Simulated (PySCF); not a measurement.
Molecule: SMILES O=c1ccscc1F, C$_{5}$H$_{3}$FOS.

Bonds (- single, = double, # triple, : aromatic): O1=C2, C2-C3, C3=C4, C4-S5, S5-C6, C6=C7, C7-F8, C7-C2. C3 carries H9; C4 carries H10; C6 carries H11.

Frames of a GFN2-xTB Langevin trajectory at 600 K; GIAO PBE0/pcSseg-1 shieldings in PySCF 2.14.0 with density-fitted response routines, gas phase, non-relativistic; equivalent atoms averaged within each frame.

δ = σ(ref) − σ, references computed at the same level: 17O (σref 336.08) vs H2O; 13C (σref 186.93), 1H (σref 31.72) against TMS; 33S (σref 503.73) against CS2; CFCl3 for 19F (σref 170.95). The references are static minima.

Problem. How do the shifts (ppm) fluctuate along the trajectory?

Solution. 
| time (fs) | O1 | C7 | C2 | C4 | C3 | C6 | S5 | F8 | H10 | H9 |
| --- | --- | --- | --- | --- | --- | --- | --- | --- | --- | --- |
| optimised geometry | 570.5 | 167.2 | 173.1 | 141.4 | 142.3 | 123.1 | 116 | -109.3 | 7.42 | 7.26 |
| 250 | 535.4 | 175.3 | 165.7 | 150.7 | 146.8 | 127.9 | 153 | -103.4 | 8.49 | 8.15 |
| 425 | 565.2 | 178.3 | 166.7 | 139.8 | 146.2 | 129.8 | 188 | -67.1 | 8.80 | 7.52 |
| 625 | 603.3 | 186.9 | 181.3 | 142.5 | 137.9 | 125.2 | 131 | -94.2 | 8.32 | 5.66 |
| 800 | 536.7 | 173.9 | 170.0 | 138.0 | 146.1 | 129.4 | 133 | -100.9 | 7.27 | 7.82 |
| 1000 | 587.4 | 159.1 | 178.2 | 144.6 | 158.4 | 136.6 | 130 | -114.3 | 7.59 | 8.96 |
| mean of frames | 565.6 | 174.7 | 172.4 | 143.1 | 147.1 | 129.8 | 147 | -96.0 | 8.09 | 7.62 |
| standard deviation | 30.2 | 10.1 | 7.0 | 4.9 | 7.3 | 4.2 | 25 | 17.7 | 0.64 | 1.22 |

5 frames give an uncertainty of the mean of about the standard deviation over 2.2 at best, since frames this close in time may not be independent; classical motion lacks zero-point vibration, and the reference would need the same averaging.
